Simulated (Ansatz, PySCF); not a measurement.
Reaction (SMILES): CCB(N)N [diaminoboranylethane] + 4 [H][H] (H2) -> B (BH3) + 2 C (CH4) + 2 N (NH3)
Structures are relaxed separately at B3LYP-D3(BJ)/def2-TZVP in Ansatz (a first-principles code), one conformer each, not searched for the lowest.
Geometry of the first species:
```xyz
14

C      1.9339    -0.3855    -0.5848
C      0.9890     0.3923     0.3352
B     -0.5655     0.1044     0.1620
N     -1.4889     0.7970     0.9885
N     -1.0249    -0.8277    -0.8005
H      2.9805    -0.1317    -0.4037
H      1.8341    -1.4643    -0.4391
H      1.7288    -0.1746    -1.6376
H      1.2607     0.1966     1.3794
H      1.1569     1.4673     0.1985
H     -1.1946     1.4633     1.6795
H     -2.4863     0.6783     0.9485
H     -0.3994    -1.3339    -1.4002
H     -1.9933    -1.0495    -0.9541
```
Charge 0, spin multiplicity 1.

Quantity: energy of full hydrogenation (0 K, with B3LYP-D3(BJ) harmonic zero-point energies from PySCF), in kcal/mol. Valence correlation only, unless marked. Spin-orbit coupling is left out. No relativistic terms. CBS marks a two-point X^-3 extrapolation of the correlation energy; Hartree-Fock from the larger set.

```
level                                program  energy of full hydrogenation (kcal/mol)
----------------------------  --------------  ---------------------------------------
r2SCAN/def2-TZVPD                     Ansatz                                     38.4
LC-wPBE-D3(BJ)/def2-TZVPD     Ansatz + dftd3                                     37.0
B2GP-PLYP-D3(BJ)/def2-TZVPD   Ansatz + dftd3                                      ___
CCSD/cc-pVDZ                          Ansatz                                      ___
CCSD(T)/CBS(cc-pVTZ,cc-pVQZ)          Ansatz                                     35.9
```

Task: What belongs in the gaps?

Result: 
- B2GP-PLYP-D3(BJ)/def2-TZVPD, energy of full hydrogenation (kcal/mol): 36.2
- CCSD/cc-pVDZ, energy of full hydrogenation (kcal/mol): 31.5
